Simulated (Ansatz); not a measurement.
Cost and result up the ladder for InSi₂₀H₃₂, a doped nanocrystal cut from the lattice of silicon (In on an inner site) (53 atoms). Charge 0, multiplicity 2. Geometry: PBE-D4/def2-SVP.

```xyz
53

Si   -2.764    3.016    0.958
Si   -3.655   -0.878    1.299
Si   -3.157   -1.367   -2.388
Si   -0.542    1.291    3.785
In   -0.260    0.519   -0.113
Si    2.509    2.615    2.055
Si    2.215   -1.191    2.397
Si   -0.902   -3.375   -0.071
Si   -0.226   -3.567   -3.786
Si    2.329   -1.573   -1.606
Si    5.133    0.196    0.439
Si   -1.728    3.200    3.073
Si   -4.409    1.321    0.899
Si   -1.201    2.890   -0.824
Si   -2.026   -1.333   -0.328
Si   -1.760   -1.831   -4.229
Si    1.016    0.802    2.101
Si    1.331    0.490   -2.218
Si    4.216    2.368    0.450
Si    3.501   -1.506    0.445
Si    0.822   -3.392   -1.680
H    -3.512    4.319    0.739
H    -4.840   -1.810    1.211
H    -3.081   -0.970    2.689
H    -3.841   -0.040   -2.616
H    -4.231   -2.428   -2.337
H    -1.503    0.151    3.994
H     0.124    1.601    5.105
H     1.744    3.883    1.762
H     3.150    2.777    3.412
H     1.266   -2.342    2.612
H     3.169   -1.137    3.567
H    -1.791   -4.566   -0.339
H    -0.342   -3.503    1.322
H    -0.994   -4.867   -3.788
H     0.804   -3.634   -4.887
H     3.381   -1.863   -2.662
H     5.953    0.035    1.697
H     6.057    0.036   -0.743
H    -2.828    3.539    4.050
H    -0.782    4.374    3.023
H    -5.447    1.721    1.920
H    -5.064    1.366   -0.460
H    -1.880    2.916   -2.168
H    -0.179    3.994   -0.751
H    -2.609   -2.237   -5.410
H    -1.013   -0.583   -4.619
H     2.342    1.601   -2.291
H     0.612    0.385   -3.534
H     3.663    2.685   -0.914
H     5.322    3.357    0.730
H     4.227   -2.832    0.522
H     1.683   -4.622   -1.496
```

Ansatz on 2 threads of AMD EPYC 7R13 on a shared host and a share (18 GiB) of an NVIDIA H100 80GB HBM3. Times are rough, and most runs start from the orbitals of an earlier one. PBE0-D4/def2-SVP serves as the yardstick here, not as an exact answer. Differences are given only for rows in sets of like size (and for xTB, whose basis is part of the method), since another set adds its own error. Binding counts from free atoms at the same level (Si triplet, In doublet, H doublet; other spins of the atoms weren't run), without zero-point energy or a counterpoise term.

In the def2 sets In takes a core potential, while STO-3G treats all electrons; there is no spin–orbit coupling. Single mean-field runs in def2-SVP, def2-mTZVP are fitted with def2-universal-jkfit.

```
                         level  functions  wall time
                     HF/STO-3G        239       12 s
          LDA (SPW92)/def2-SVP        546       15 s
            revPBE-D4/def2-SVP        546       16 s
 PBE-D4/def2-SVP (with forces)        546       19 s
PBE0-D4/def2-SVP (with forces)        546       22 s
          r2SCAN-D4/def2-mTZVP        572       23 s
            r2SCAN-D4/def2-SVP        546       28 s
```

Estimate what each level gives for the binding energy per atom (eV).


```tsv
level	binding energy per atom (eV)	difference from PBE0-D4/def2-SVP (eV)
HF/STO-3G	3.58	–
LDA (SPW92)/def2-SVP	3.48	0.35
revPBE-D4/def2-SVP	3.09	-0.04
PBE-D4/def2-SVP (with forces)	3.13	0.00
PBE0-D4/def2-SVP (with forces)	3.13	0.00
r2SCAN-D4/def2-mTZVP	3.10	–
r2SCAN-D4/def2-SVP	3.15	0.02
```
